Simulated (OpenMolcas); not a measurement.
# neutral lanthanum: CASPT2 settings compared

```json
{
  "Program": "OpenMolcas 26.06",
  "Basis": "ANO-RCC-VDZ [7s6p4d2f]",
  "Scalar Hamiltonian": "DKH2, point nucleus",
  "Active space": "3 electrons in 6 orbitals (5d 6s)",
  "State averaging": "2S+1 = 4 even, 20 roots; 2S+1 = 2 even, 70 roots kept (CI in the orbitals of an earlier block)",
  "Spin-orbit coupling": "state interaction with AMFI integrals over the reference wave functions, term energies averaged over their components"
}
```

Methods on the same reference wave functions:
A. CASSCF
B. SS-CASPT2, IPEA 0.4 Eh, imaginary shift 0.05 Eh (closed shells correlated: 4d 5s 5p)
C. SS-CASPT2, IPEA 0.75 Eh, sigma2 regulariser 0.1 Eh (closed shells correlated: none)
D. MS-CASPT2, IPEA 0.4 Eh, imaginary shift 0.05 Eh (closed shells correlated: 4d 5s 5p)
E. XMS-CASPT2, IPEA 0.5 Eh, real shift 0.4 Eh (closed shells correlated: none)

Energies in cm⁻¹ above 5d 6s² ²D_3/2, the measured ground level; measured values from NIST Handbook of Basic Atomic Spectroscopic Data.

```
               Level      A      B      C      D      E  Measured
5d 6s² ²D_3/2 [56 %]    0.0    0.0    0.0    0.0    0.0       0.0
       5d² 6s ⁴F_5/2    573   2800   1681   3610   3290      3010
5d² 6s ⁴F_3/2 [56 %]    644   2470   1350   3260   2950      2668
       5d 6s² ²D_5/2   1142    741    739    916    844      1053
       5d² 6s ⁴F_7/2   1181   3260   2100   4090   3770      3495
       5d² 6s ⁴F_9/2   1792   3870   2710   4700   4380      4122
       5d² 6s ⁴P_1/2   6925   7900   7290   8730   8490      7231
       5d² 6s ⁴P_3/2   7159   8130   7520   8970   8730      7491
       5d² 6s ⁴P_5/2   7470   8330   7750   9160   8980      7680
       5d² 6s ²F_5/2   8714   7820   7010   8440   8630      7012
       5d² 6s ²P_1/2   9083   9570   8710  10100   9560      9044
       5d² 6s ²F_7/2   9546   8740   7890   9400   9580      8052
       5d² 6s ²G_7/2  10769  11020  10280  11680  11540      9961
       5d² 6s ²G_9/2  10792  11070  10340  11690  11570      9920
       5d² 6s ²D_5/2  11558   9480   9230  10740  10590      9184
          5d³ ⁴F_3/2  11864  13310  12140  14140  13790     12431
          5d³ ⁴F_5/2  12206  13690  12510  14520  14170     12787
          5d³ ⁴F_7/2  12686  14190  13010  15020  14670     13238
          5d³ ⁴F_9/2  13280  14760  13590  15580  15240     13747
          5d³ ⁴P_1/2  18452  18740  18120  19580  19470     16617
          5d³ ⁴P_3/2  18642  18910  18270  19710  19630     16735
          5d³ ⁴P_5/2  18971  19280  18630  20100  19980     17099
          5d³ ²G_7/2  20505  19440  18530  20450  20260     17023
         5d³ ²H_11/2  21349  21300  20360  22140  21680
```

Deviations, from unrounded energies. A percentage is the sum of absolute deviations over the sum of measured energies, with the sign that they share, or ± where signs differ.

```
                  Against measurement  Levels      A      B      C      D      E
       mean absolute deviation (cm-1)      22   1300    920    650   1600   1400
fine structure of the ground term (%)       1   +8.4  -29.6  -29.8  -13.1  -19.8
             other configurations (%)      21  ±13.7   ±9.6   ±6.7  +16.8  +14.7
```

C lies closest to measurement on these levels and D furthest from it. The largest miss of C in the table is 5d³ ⁴P_3/2, by +1500 cm-1. The ranking rests on the paired levels alone, and a cruder setting can come out closer through cancelling errors.

Among B to E the level of the table that moves most is 5d³ ⁴F_5/2, by 2000 cm-1 (lowest in C, highest in D). Moves below CASPT2's spread within the term are not significant.

The two smallest mean deviations differ by little beside CASPT2's spread within terms, so their order carries little weight.

The lowest spin-free term lies below A's lowest term by 0.258 hartree in B, 0.016 hartree in C, 0.261 hartree in D, 0.025 hartree in E.

CASPT2 does not keep the components of a term degenerate, so their means are used; among the terms shown or strongly mixed into the levels shown the widest spread is 870 cm-1 (5d² 6s ²F, D). Over all roots computed the reference weight is 0.84 to 0.92 in B, 0.94 to 0.99 in C, 0.84 to 0.92 in D; the roots of lowest weight are the least certain, and an intruder state may touch them. Terms from blocks run as CI alone lack orbitals of their own. Configurations are named by rounded mean occupations; where the s occupation lies near a half they are strongly mixed, a name can repeat and a true partner stay unpaired. A single d shell beside an s shell can misplace configurations of different d count against each other. The CASPT2 spread within a term exceeds the gap to the next term for 5d² 6s ⁴P and 5d² 6s ²F, so the order of their levels is uncertain, and so are names and mixing where such terms share a J (figures for B; the like holds for C, D, E). Without dynamic correlation excited terms often stand tens of per cent too high (terms of higher spin than the ground term too low), and those without a measured partner can miss by more than the paired ones (holds for A). Some levels mix across a computed gap that differs much from the measured one, so their mixing is not that of the real levels (holds for A; C; E). Computed and measured levels are paired by configuration, term and J; levels that our copy of the source lacks, or whose pairing is in doubt (as where it misses far off the trend of its configuration), stay unpaired and out of the deviations. Only configurations of the active space appear. Levels that lie high or do not pair safely by name in every column are left out.

A share in square brackets marks a mixed level and gives the weight of the term that names it, the lowest over the columns.
